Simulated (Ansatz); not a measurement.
Geometry optimisation, RKS B3LYP-D4/def2-SVP (Ansatz 0.2.0).

Input file:

```yaml
crystal:
  periodic: [false, false, false]
  atoms:
    - { symbol: W, position_ang: [0.0, 0.0, 0.0] }
    - { symbol: H, position_ang: [0.0, 0.0, 1.72] }
    - { symbol: Cl, position_ang: [2.39, 0.0, 0.0] }
    - { symbol: Cl, position_ang: [0.0, 2.39, 0.0] }
    - { symbol: Cl, position_ang: [-2.39, 0.0, 0.0] }
    - { symbol: Cl, position_ang: [0.0, -2.39, 0.0] }
    - { symbol: O, position_ang: [0.0, 0.0, -1.94] }
    - { symbol: H, position_ang: [0.5278, 0.7924, -2.2771] }
basis:
  gaussian: { orbitals: def2-SVP }
hamiltonian:
  xc: b3lyp
  dispersion: d4
relax:
  f_tol: 0.02
  max_steps: 40
```

Launched with:

```bash
$ ansatz run input.yaml --threads 2 --pin off --max-ram 3072MiB --backend cpu --events-out ev --progress --plain --runs-dir out
```

Task: Where does it end, and by what steps?

Result: The forces met the threshold. After 13 steps the energy has fallen by 1.438 eV; H2 moved furthest, 0.72 Å.

```json
{"step": "0", "energy less start (eV)": "0.0000", "largest force component (eV/Å)": "2.187", "accepted": "yes"}
{"step": "1", "energy less start (eV)": "-0.7962", "largest force component (eV/Å)": "1.119", "accepted": "yes"}
{"step": "2", "energy less start (eV)": "-1.0953", "largest force component (eV/Å)": "1.538", "accepted": "yes"}
{"step": "3", "energy less start (eV)": "-1.2428", "largest force component (eV/Å)": "1.019", "accepted": "yes"}
{"step": "4", "energy less start (eV)": "-1.2798", "largest force component (eV/Å)": "0.220", "accepted": "yes"}
{"step": "5", "energy less start (eV)": "-1.3085", "largest force component (eV/Å)": "0.766", "accepted": "yes"}
{"step": "6", "energy less start (eV)": "-1.3325", "largest force component (eV/Å)": "1.339", "accepted": "yes"}
{"step": "7", "energy less start (eV)": "-1.3720", "largest force component (eV/Å)": "0.859", "accepted": "yes"}
{"step": "8", "energy less start (eV)": "-1.4016", "largest force component (eV/Å)": "0.251", "accepted": "yes"}
{"step": "9", "energy less start (eV)": "-1.4225", "largest force component (eV/Å)": "0.351", "accepted": "yes"}
{"step": "10", "energy less start (eV)": "-1.4363", "largest force component (eV/Å)": "0.156", "accepted": "yes"}
{"step": "11", "energy less start (eV)": "-1.4374", "largest force component (eV/Å)": "0.081", "accepted": "yes"}
{"step": "12", "energy less start (eV)": "-1.4377", "largest force component (eV/Å)": "0.037", "accepted": "yes"}
{"step": "13", "energy less start (eV)": "-1.4378", "largest force component (eV/Å)": "0.013", "accepted": "yes"}
```

```xyz
8
Properties=species:S:1:pos:R:3
W 0.047 -0.215 -0.133
H 0.004 0.604 1.320
Cl 2.220 -0.365 0.587
Cl 0.134 2.243 -0.266
Cl -2.190 -0.220 0.375
Cl -0.025 -2.527 -0.196
O 0.147 0.165 -1.956
H 0.191 1.107 -2.228
```

Run time: 120 s on 2 threads of Intel(R) Xeon(R) Platinum 8259CL CPU @ 2.50GHz (Skylake/Cascade Lake), on a shared host, peak memory 0.4 GiB.
